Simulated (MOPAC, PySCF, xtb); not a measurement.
Torsion C1–O2–Ge3–N4 in CH5GeNO (SMILES C[O][Ge][NH2]); at each angle all else is relaxed with GFN2-xTB, and the levels are single points there.
Geometry at 180° (charge 0, multiplicity 1):
```csv
atom,x (Å),y (Å),z (Å)
C,-1.7109,-0.0735,0.2871
O,-0.3678,0.2000,0.0027
Ge,1.1135,0.0129,1.0311
N,2.1725,0.6297,-0.2947
H,-2.2973,0.8433,0.1744
H,-1.8596,-0.4580,1.3010
H,-2.0864,-0.8156,-0.4237
H,3.1727,0.7436,-0.2615
H,1.8102,0.9114,-1.1934
```

On the grid 0° to 330°, 300° is the highest and 180° the lowest point at MP2/CBS(cc-pVTZ, cc-pVQZ) + ΔCCSD(T)/cc-pVTZ.

Rows in 6-31G* carry no dispersion term and start afresh at each structure (6-31G* with six Cartesian d functions); the Pople sets are all-electron and without relativity. The state reached by AM1, PM7 isn't checked; PM7 holds dispersion and hydrogen-bond terms.

The values were computed with MOPAC for AM1, PM7 (differences of heats of formation); PySCF for 6-31G* rows; xtb for the GFN methods. Each number belongs to the level named beside it.

**Question.** One of these levels gives 26.6 kJ/mol for the energy at 300° less that at 180°. Name it.
A. PM7
B. AM1
C. GFN1-xTB
D. HF/6-31G*

**Answer.** D, HF/6-31G*. The others give 61.2 (AM1), -14.1 (PM7), 12.1 (GFN1-xTB)
